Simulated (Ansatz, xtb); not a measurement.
# Relative energy of two isomers of C6H4ClNS

Structure a: `Clc1csc2cc[nH]c12`, a singlet. Structure b: `Clc1cc2sccc2[nH]1`, a singlet. Both are isolated molecules in the gas phase, relaxed with PBE-D3(BJ)/def2-SVP.

Quicker runs give these differences E(b) − E(a): GFN2-xTB +0.42 kcal/mol; HF/STO-3G +1.06 kcal/mol (at GFN2-xTB geometries); r2SCAN-D4/def2-SVP +0.24 kcal/mol (at GFN2-xTB geometries).

Question: Estimate E(b) − E(a) at the level CCSD(T)/def2-SVP + ΔMP2/def2-TZVPP.

Answer: Not settled: CCSD(T)/def2-SVP + ΔMP2/def2-TZVPP gives E(b) − E(a) = +1.13 kcal/mol, but this leans on the basis-set step: CCSD(T) alone gives +0.81 kcal/mol.

How the difference moves with the method:

```
                             level             geometry  E(b) − E(a) (kcal/mol)  departure from the last row (kcal/mol)  job, with rough time for the two
                          GFN2-xTB             GFN2-xTB                     +0.42                                   −0.71              optimisation, 0.15 s
                         HF/STO-3G             GFN2-xTB                     +1.06                                   −0.08              single point, 0.58 s
                r2SCAN-D4/def2-SVP             GFN2-xTB                     +0.24                                   −0.89               single point, 5.1 s
               PBE-D3(BJ)/def2-SVP  PBE-D3(BJ)/def2-SVP                     +0.27                                   −0.86                optimisation, 18 s
                       HF/def2-SVP  PBE-D3(BJ)/def2-SVP                     +0.74                                   −0.40           part of the CCSD(T) run
                      MP2/def2-SVP  PBE-D3(BJ)/def2-SVP                     +0.68                                   −0.45           part of the CCSD(T) run
                  CCSD(T)/def2-SVP  PBE-D3(BJ)/def2-SVP                     +0.81                                   −0.32                      single point
CCSD(T)/def2-SVP + ΔMP2/def2-TZVPP  PBE-D3(BJ)/def2-SVP                     +1.13                                                       single point, 2 min
```

As drawn, both hold the same kinds of bond in the same numbers.

GFN2-xTB, r2SCAN-D4/def2-SVP, PBE-D3(BJ)/def2-SVP find them nearly level. The largest departure from CCSD(T)/def2-SVP + ΔMP2/def2-TZVPP is that of r2SCAN-D4/def2-SVP, 0.89 kcal/mol. The last row adds to CCSD(T) the change of the MP2 difference between the two basis sets, here +0.32 kcal/mol.

With thermal terms from frequencies at re-optimised GFN2-xTB minima (ideal gas, soft modes damped towards free rotors, one conformer each, 298.15 K, 1 atm): on the last row, ΔE + ΔZPE = +0.98, ΔH = +0.98, ΔG = +0.99 kcal/mol.

The correlated steps freeze 17 core orbitals. Codes used: Ansatz 0.2.0, xtb 6.7.1; the last row on 4 threads of Arm Neoverse V1 on a shared host.
